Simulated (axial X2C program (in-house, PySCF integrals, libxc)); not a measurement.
# Worked dissociation energy of SrI⁻: PW91, two-component

Computed with an in-house relativistic program for diatomic molecules. Two-component (2c) means X2C with spin–orbit coupling and atomic mean-field two-electron Coulomb and Gaunt terms. Basis: I dyall-acv3z [12s13p9d5f1g], Sr dyall-acv3z [14s13p9d6f1g] (cores contracted in-house); Gaussian nuclei, density fitting, unrestricted open shells. Masses: I 126.904 u, Sr 87.906 u.

Molecular state: Ω = 0 (closed shell).

```
E(I-) (2M_J = 0) : -7113.379370 hartree
E(Sr) (2M_J = 0) : -3178.341026 hartree
E(SrI⁻) at Re    : -10291.767317 hartree
ωe               : 123.2 cm⁻¹
ωexe             : 0.446 cm⁻¹
```

(1) Work out De and D0.

The state is one determinant whose occupation by symmetry is held fixed; it was picked as the lowest of a PBE0 search that is not exhaustive. Dissociation energies refer to the lowest single-determinant-based atoms at the same level and basis. The highest occupied level of some functionals is positive through self-interaction error; at Hartree–Fock it is bound.

Each atomic determinant is the lowest at this level and need not be a pure J level. Totals compare only within one Hamiltonian and basis.

Answers

(1) De = -7113.379370 + (-3178.341026) − (-10291.767317) = 0.04692 hartree = 1.277 eV. The zero-point energy is ωe/2 − ωexe/4 = 61 cm⁻¹ = 0.008 eV, so D0 = 1.269 eV.
